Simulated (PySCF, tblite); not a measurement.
Isomers of C7H15PSi. Computed with GFN2-xTB (tblite): harmonic, unscaled wavenumbers at the GFN2-xTB geometry, gas phase. The method is semi-empirical: single wavenumbers can be off by several per cent or more. Modes of hydrogen on phosphorus and silicon can be 10 to 20 % off. One conformer each.

Electronic energies: PBE0/pcSseg-1 single points on the GFN2-xTB geometries (PySCF, gas phase).

```json
{"SMILES": "C[Si@@H](P)C#CC(C)(C)C", "electronic energy, lowest = 0 (kJ/mol)": "44.1"}
{"SMILES": "CC#CP(C)[Si](C)(C)C", "electronic energy, lowest = 0 (kJ/mol)": "0.0"}
{"SMILES": "C#CCP([SiH3])C(C)(C)C", "electronic energy, lowest = 0 (kJ/mol)": "165.1"}
{"SMILES": "CC#CPC[Si](C)(C)C", "electronic energy, lowest = 0 (kJ/mol)": "27.7"}
{"SMILES": "C#CCC(C)(C)C[SiH2]P", "electronic energy, lowest = 0 (kJ/mol)": "140.1"}
```

Question: How do GFN2-xTB zero-point energies change the relative energies?

Answer: 
```
                SMILES  ZPE (kJ/mol)  of it from modes above 1550 cm⁻¹  electronic (kJ/mol)  with ZPE, lowest = 0 (kJ/mol)  lowest mode (cm⁻¹)  rings
   CC#CP(C)[Si](C)(C)C         511.9                             285.4                  0.0                            0.0                 15i      0
     CC#CPC[Si](C)(C)C         507.5                             279.9                 27.7                           23.3                  19      0
C[Si@@H](P)C#CC(C)(C)C         506.0                             272.7                 44.1                           38.2                  1i      0
   C#CCC(C)(C)C[SiH2]P         501.3                             267.8                140.1                          129.5                  17      0
 C#CCP([SiH3])C(C)(C)C         501.5                             271.4                165.1                          154.7                  46      0
```

The zero-point energies span 10.6 kJ/mol, from `C#CCC(C)(C)C[SiH2]P` to `CC#CP(C)[Si](C)(C)C`. Slightly imaginary modes are left out of the zero-point energy: `CC#CP(C)[Si](C)(C)C` 14.5i cm⁻¹ and `C[Si@@H](P)C#CC(C)(C)C` 1.4i cm⁻¹. The order is unchanged.

Question: And how do the electronic energies of GFN2-xTB itself compare?

Answer: `CC#CP(C)[Si](C)(C)C` 57.0; `CC#CPC[Si](C)(C)C` 84.1; `C[Si@@H](P)C#CC(C)(C)C` 0.0; `C#CCC(C)(C)C[SiH2]P` 12.1; `C#CCP([SiH3])C(C)(C)C` 19.7 kJ/mol, lowest = 0. Against the energies above, taken from the same isomer `CC#CP(C)[Si](C)(C)C`, the largest difference is 202.4 kJ/mol.
